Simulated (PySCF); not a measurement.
Gas-phase reaction: 3 SbCl₅ + 2 SbH₃ ⇌ 5 SbCl₃ + 3 H₂

Computed with PySCF and rigid-rotor harmonic-oscillator thermochemistry at 1 bar. † marks an energy on the PBE0/def2-TZVP geometry and frequencies; other levels use their own. All species are closed-shell singlets. Sb: scalar-relativistic def2 core potential, no spin-orbit coupling.

```csv
level,"ΔH°(298 K), kJ"
HF/def2-TZVP†,-734
M06-2X/def2-TZVP†,(withheld)
PBE/def2-SVP,(withheld)
PBE/def2-TZVP†,(withheld)
PBE0/def2-QZVP†,-675
PBE0/def2-SVP†,-628
r2SCAN/def2-TZVP†,-672
```

Q: What belongs in the gaps?

A: 
- M06-2X/def2-TZVP†, ΔH°(298 K), kJ: -684
- PBE/def2-SVP, ΔH°(298 K), kJ: -652
- PBE/def2-TZVP†, ΔH°(298 K), kJ: -708
